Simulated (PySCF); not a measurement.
Correlation energy of Br (bromine, neutral)

[Ar] 3d10 4s2 4p5, 2P determinant. All numbers are calculated (PySCF 2.14, the spin-free X2C one-electron Hamiltonian (Gaussian nucleus), in x2c-QZVPPall with one added diffuse shell each of s, p, d, f type (12s9p6d5f1g, 113 functions)). Frozen: [Ar] 3d10; 7 electrons correlated.

MP2 pair energies summed by pair of shells (mhartree):

```csv
pair,energy,share (%)
4p-4p,-89.63,59.8
4s-4p,-51.21,34.2
4s-4s,-8.95,6.0
```

Total MP2 correlation energy: -149.79 mhartree.

Same-spin part -32.02 and opposite-spin part -117.77 mhartree; SCS-MP2 scales them by 1/3 and 6/5 to -152.00 mhartree.
